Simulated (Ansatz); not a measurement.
H$_{3}$Si (SMILES [SiH3]), doublet, geometry from GFN2-xTB; CCSD(T)/6-31G (Ansatz, a quantum-chemistry and plane-wave program).

Ansatz was given this input:
Ansatz 0.2 input:
```yaml
crystal:
  periodic: [false, false, false]
  atoms:
    - {symbol: Si, position_ang: [0.00172380, 0.00046639, 0.05606838]}
    - {symbol: H, position_ang: [-0.01025152, 1.41163100, -0.27334508]}
    - {symbol: H, position_ang: [1.21691602, -0.70748096, -0.29344641]}
    - {symbol: H, position_ang: [-1.23079768, -0.71067955, -0.21816587]}
basis:
  gaussian:
    orbitals: 6-31G
magnetization: {spin_polarized: true, initial_magnetization: 1}
correlation: {method: ccsd_t}
```

What the program printed (banner, timings and long lists left out):

```
Functional definition: HF
236 factors; integrals over basis functions are off by at most 1.8e-4 eV
mean field evaluation 1: about -7906.2723 eV, gradient 5.3e0 eV
mean field evaluation 2: about -7906.2740 eV, gradient 5.3e0 eV
mean field evaluation 4: about -7906.6395 eV, gradient 5.2e-1 eV
mean field evaluation 8: about -7906.6471 eV, gradient 6.6e-3 eV
mean field evaluation 16: about -7906.6418 eV, gradient 2.5e-1 eV
mean field -7906.64711274 eV, -290.5639220752 hartree, gradient 1.9e-6 eV, S^2 0.757591; 0 other end points of the search recorded, 0 dependent functions left out
5 core orbitals not correlated
reference -7906.64711274 eV, -290.5639220752 hartree; 4, 3 occupied and 10, 11 virtual orbitals, 236 factors
second order -1.30586455 eV of doubles, -0.00000000 eV of singles
cycle   1  -1.65260953 eV  change   -3.5e-1 eV  update   4.8e-2
cycle   2  -1.82075579 eV  change   -1.7e-1 eV  update   2.0e-2
cycle   3  -1.82829137 eV  change   -7.5e-3 eV  update   5.2e-3
cycle   4  -1.83035914 eV  change   -2.1e-3 eV  update   1.8e-3
cycle   5  -1.83011494 eV  change    2.4e-4 eV  update   4.6e-4
cycle   6  -1.83020633 eV  change   -9.1e-5 eV  update   1.5e-4
cycle   7  -1.83028113 eV  change   -7.5e-5 eV  update   4.1e-5
cycle   8  -1.83024946 eV  change    3.2e-5 eV  update   1.3e-5
cycle   9  -1.83025621 eV  change   -6.7e-6 eV  update   3.0e-6
perturbative correction -0.01861964 eV, -0.0006842590 hartree
Total energy: -7908.49598858 eV, -290.6318670091 hartree
```
